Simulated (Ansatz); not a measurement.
CH₄GeOS, SMILES `C[S][Ge][OH]`. Charge 0, multiplicity 1. Correlated methods include outer-core shells of Ge, which these sets cover unevenly. Scalar relativity is left out up to krypton.

```xyz
8

C     0.484   -1.091   -1.034
S    -0.188   -0.548    0.561
Ge   -0.210    1.669    0.252
O    -0.874    2.151    1.838
H     1.410   -1.638   -0.864
H    -0.238   -1.745   -1.522
H     0.689   -0.239   -1.686
H    -1.073    1.441    2.455
```

(1) Give the diagnostics of a CCSD(T)/def2-TZVPP run (frozen core, the Gaussian-basis code of Ansatz). (An estimate is asked.)

Answers

(1) Computed: T1 = 0.0143, largest single amplitude 0.044, largest double 0.055, (T) share of the correlation energy 4.2 %, 10 CCSD cycles. The RHF solution is stable towards an unrestricted one. T1 lies under the customary mark of 0.02 for closed shells.
